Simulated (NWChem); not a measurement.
System: GeH₂, singlet; SMILES [GeH2]

Input file for NWChem:

```
start job
memory heap 200 mb stack 900 mb global 1100 mb
geometry units angstroms noautosym nocenter noautoz
  Ge     0.000000     0.000000     0.036309
  H      0.000000    -1.136429    -1.086225
  H      0.000000     1.136429    -1.086225
end
basis spherical
  Ge library pcsseg-1
  H library pcsseg-1
end
dft
  xc kt2
  iterations 150
end
property
  shielding 2 1 2
end
task dft property
```

Excerpt of the output:

```
             Northwest Computational Chemistry Package (NWChem) 7.3.0
             --------------------------------------------------------

                             Geometry "geometry" -> ""
                             -------------------------

 Output coordinates in angstroms (scale by  1.889725989 to convert to a.u.)

  No.       Tag          Charge          X              Y              Z
 ---- ---------------- ---------- -------------- -------------- --------------
    1 Ge                  32.0000     0.00000000     0.00000000     0.03630900
    2 H                    1.0000     0.00000000    -1.13642900    -1.08622500
    3 H                    1.0000     0.00000000     1.13642900    -1.08622500

 Effective nuclear repulsion energy (a.u.)      21.4349208978

                              NWChem Property Module
                              ----------------------

  itol2e modified to match energy
  convergence criterion.

                                 NWChem DFT Module
                                 -----------------

 Summary of "ao basis" -> "ao basis" (spherical)
 ------------------------------------------------------------------------------
       Tag                 Description            Shells   Functions and Types
 ---------------- ------------------------------  ------  ---------------------
 Ge                         pcsseg-1                15       41   5s7p3d
 H                          pcsseg-1                 3        5   2s1p

  itol2e modified to match energy
  convergence criterion.

            General Information
            -------------------
          SCF calculation type: DFT
          Wavefunction type:  closed shell.
          No. of atoms     :     3
          No. of electrons :    34
           Alpha electrons :    17
            Beta electrons :    17
          Charge           :     0
          Spin multiplicity:     1
          Use of symmetry is: off; symmetry adaption is: off
          Maximum number of iterations: 150
          AO basis - number of functions:    51
                     number of shells:    21
          Convergence on energy requested:  1.00D-07
          Convergence on density requested:  1.00D-05
          Convergence on gradient requested:  5.00D-04

              XC Information
              --------------
                          KT2 Method XC Functional
                        Slater Exchange Functional  1.072 local
                           KT1 gradient correction  1.000 non-local
            Perdew 1991 LDA Correlation Functional  0.577 local

             Grid Information
             ----------------
          Grid used for XC integration:  fine
          Radial quadrature: Mura-Knowles
          Angular quadrature: Lebedev.
          Tag              B.-S. Rad. Rad. Pts. Rad. Cut. Ang. Pts.
          ---              ---------- --------- --------- ---------
          Ge                  1.25      140           8.0       974
          H                   0.35       60           8.0       590
          Grid pruning is: on
          Number of quadrature shells:   260
          Spatial weights used:  Erf1

      Superposition of Atomic Density Guess
      -------------------------------------

 Sum of atomic energies:       -2076.05738265

      Non-variational initial energy
      ------------------------------

 Total energy =   -2076.030571
 1-e energy   =   -2938.972944
 2-e energy   =     841.507452
 HOMO         =      -0.236466
 LUMO         =      -0.088097

   convergence    iter        energy       DeltaE   RMS-Dens  Diis-err
 ---------------- ----- ----------------- --------- --------- ---------
 d= 0,ls=0.0,diis     1  -2086.4454304897 -2.11D+03  1.68D-02  2.32D+00
 d= 0,ls=0.0,diis     2  -2086.4583719257 -1.29D-02  1.24D-02  1.77D-01
 d= 0,ls=0.0,diis     3  -2086.4605845408 -2.21D-03  4.85D-03  1.59D-01
 d= 0,ls=0.0,diis     4  -2086.4691298646 -8.55D-03  8.41D-04  2.68D-04
 d= 0,ls=0.0,diis     5  -2086.4691805320 -5.07D-05  2.49D-04  4.55D-05
  Resetting Diis
 d= 0,ls=0.0,diis     6  -2086.4691894745 -8.94D-06  3.18D-05  1.35D-06
 d= 0,ls=0.0,diis     7  -2086.4691898131 -3.39D-07  4.37D-07  2.96D-10
 d= 0,ls=0.0,diis     8  -2086.4691898131 -2.32D-11  1.81D-07  9.75D-11

         Total DFT energy =    -2086.469189813124
      One electron energy =    -2941.364481799544
           Coulomb energy =      921.931443948961
    Exchange-Corr. energy =      -88.471072860295
 Nuclear repulsion energy =       21.434920897754

 Numeric. integr. density =       33.999999415360

                       DFT Final Molecular Orbital Analysis
                       ------------------------------------

 Vector   15  Occ=2.000000D+00  E=-4.737741D-01
              MO Center= -7.2D-09, -1.2D-09, -4.2D-01, r^2= 1.6D+00
   Bfn.  Coefficient  Atom+Function         Bfn.  Coefficient  Atom+Function
  ----- ------------  ---------------      ----- ------------  ---------------
     4      0.652096  1 Ge s                  3     -0.524880  1 Ge s
     5      0.281969  1 Ge s                  2      0.205109  1 Ge s
    42      0.195518  2 H  s                 47      0.195518  3 H  s
    23     -0.091267  1 Ge pz                26     -0.057602  1 Ge pz
    17      0.034818  1 Ge pz                 1     -0.028456  1 Ge s

 Vector   16  Occ=2.000000D+00  E=-2.819829D-01
              MO Center= -2.0D-09,  6.4D-10, -6.8D-01, r^2= 2.3D+00
   Bfn.  Coefficient  Atom+Function         Bfn.  Coefficient  Atom+Function
  ----- ------------  ---------------      ----- ------------  ---------------
    42     -0.332617  2 H  s                 47      0.332617  3 H  s
    22      0.302833  1 Ge py                25      0.268716  1 Ge py
    43     -0.175529  2 H  s                 48      0.175529  3 H  s
    16     -0.112233  1 Ge py                19     -0.087344  1 Ge py
    28      0.083607  1 Ge d -1              38     -0.043484  1 Ge d -1

 Vector   17  Occ=2.000000D+00  E=-2.181391D-01
              MO Center= -1.4D-08,  1.3D-09,  8.2D-02, r^2= 2.6D+00
   Bfn.  Coefficient  Atom+Function         Bfn.  Coefficient  Atom+Function
  ----- ------------  ---------------      ----- ------------  ---------------
     5      0.384956  1 Ge s                 26      0.371334  1 Ge pz
     4      0.357341  1 Ge s                 23      0.319863  1 Ge pz
     3     -0.282067  1 Ge s                 42     -0.228594  2 H  s
    47     -0.228594  3 H  s                 43     -0.166329  2 H  s
    48     -0.166329  3 H  s                 17     -0.119826  1 Ge pz

 Vector   18  Occ=0.000000D+00  E=-1.494238D-01
              MO Center=  1.1D-08, -7.0D-10, -8.6D-03, r^2= 2.6D+00
   Bfn.  Coefficient  Atom+Function         Bfn.  Coefficient  Atom+Function
  ----- ------------  ---------------      ----- ------------  ---------------
    24      0.695251  1 Ge px                21      0.434985  1 Ge px
    15     -0.155634  1 Ge px                18     -0.120489  1 Ge px
     9      0.047818  1 Ge px                 6      0.034849  1 Ge px
    40      0.030435  1 Ge d  1

 Vector   19  Occ=0.000000D+00  E= 9.299237D-03
              MO Center= -3.8D-09, -3.2D-09, -8.7D-02, r^2= 3.9D+00
   Bfn.  Coefficient  Atom+Function         Bfn.  Coefficient  Atom+Function
  ----- ------------  ---------------      ----- ------------  ---------------
    25      1.202277  1 Ge py                43      0.883174  2 H  s
    48     -0.883174  3 H  s                 22      0.267381  1 Ge py
    42      0.233422  2 H  s                 47     -0.233422  3 H  s
    16     -0.106533  1 Ge py                28     -0.102444  1 Ge d -1
    19     -0.074585  1 Ge py                38      0.074580  1 Ge d -1

 Vector   20  Occ=0.000000D+00  E= 3.426025D-02
              MO Center= -2.3D-09,  1.1D-09, -5.3D-01, r^2= 4.5D+00
   Bfn.  Coefficient  Atom+Function         Bfn.  Coefficient  Atom+Function
  ----- ------------  ---------------      ----- ------------  ---------------
    26     -1.277025  1 Ge pz                43     -1.247528  2 H  s
    48     -1.247528  3 H  s                  5      1.188773  1 Ge s
     4      0.514852  1 Ge s                  3     -0.308763  1 Ge s
    23     -0.227082  1 Ge pz                42     -0.154589  2 H  s
    47     -0.154589  3 H  s                  2      0.114034  1 Ge s

     Multipole analysis of the density
     ---------------------------------

     L   x y z        total         alpha         beta         nuclear
     -   - - -        -----         -----         ----         -------
     0   0 0 0     -0.000000    -17.000000    -17.000000     34.000000

     1   1 0 0      0.000000      0.000000      0.000000      0.000000
     1   0 1 0     -0.000000     -0.000000     -0.000000      0.000000
     1   0 0 1      0.037588      0.973637      0.973637     -1.909685

     2   2 0 0    -12.119284     -6.059642     -6.059642      0.000000
     2   1 1 0      0.000000      0.000000      0.000000      0.000000
     2   1 0 1      0.000000      0.000000      0.000000      0.000000
     2   0 2 0    -15.380100    -12.301976    -12.301976      9.223851
     2   0 1 1      0.000000      0.000000      0.000000      0.000000
     2   0 0 2    -16.544262    -12.560902    -12.560902      8.577541

          -----------------------------------------
          Chemical Shielding Tensors (GIAO, in ppm)
          -----------------------------------------

                                NWChem CPHF Module
                                ------------------

  scftype          =     RHF
  nclosed          =       17
  nopen            =        0
  variables        =      578
  # of vectors     =        3
  tolerance        = 0.10D-03
  level shift      = 0.00D+00
  max iterations   =       50
  max subspace     =       30

 SCF residual:    2.8560033212143145E-006

Iterative solution of linear equations
  No. of variables      578
  No. of equations        3
  Maximum subspace       30
        Iterations       50
       Convergence  1.0D-04

   iter   nsub   residual    time
   ----  ------  --------  ---------
     1      3    1.07D-05      10.3

      Atom:    1  Ge
        Diamagnetic
   2760.6519      0.0000      0.0000
      0.0000   2758.6454     -0.0000
      0.0000     -0.0000   2757.6013

        Paramagnetic
   -871.0739      0.0000      0.0000
      0.0000  -6189.6452      0.0000
      0.0000      0.0000  -2866.2213

        Total Shielding Tensor
   1889.5779      0.0000      0.0000
      0.0000  -3430.9998      0.0000
      0.0000      0.0000   -108.6200

           isotropic =    -550.0139
          anisotropy =   -4321.4787

          Principal Components and Axis System
                 1           2           3
            -3430.9998   1889.5779   -108.6200

      1        -0.0000      1.0000     -0.0000
      2         1.0000      0.0000      0.0000
      3        -0.0000      0.0000      1.0000

      Atom:    2  H
        Diamagnetic
     21.5699      0.0000      0.0000
      0.0000     30.6891     10.0706
      0.0000     10.0706     29.8379

        Paramagnetic
      2.2559     -0.0000      0.0000
     -0.0000    -25.5870     -9.5857
      0.0000     -9.5857     -8.0897

        Total Shielding Tensor
     23.8258     -0.0000      0.0000
     -0.0000      5.1021      0.4850
      0.0000      0.4850     21.7482

           isotropic =      16.8920
          anisotropy =      10.4006

          Principal Components and Axis System
                 1           2           3
               23.8258     21.7623      5.0879

      1         1.0000     -0.0000      0.0000
      2         0.0000      0.0291      0.9996
      3         0.0000      0.9996     -0.0291
```

Level: KT2/pcSseg-1, GIAO. Low-valent species are run as closed-shell singlets; no triplet was tried in these runs. The geometry was optimised at PBE0/def2-SVP. The printed shielding anisotropy is the first printed principal value minus the mean of the other two.
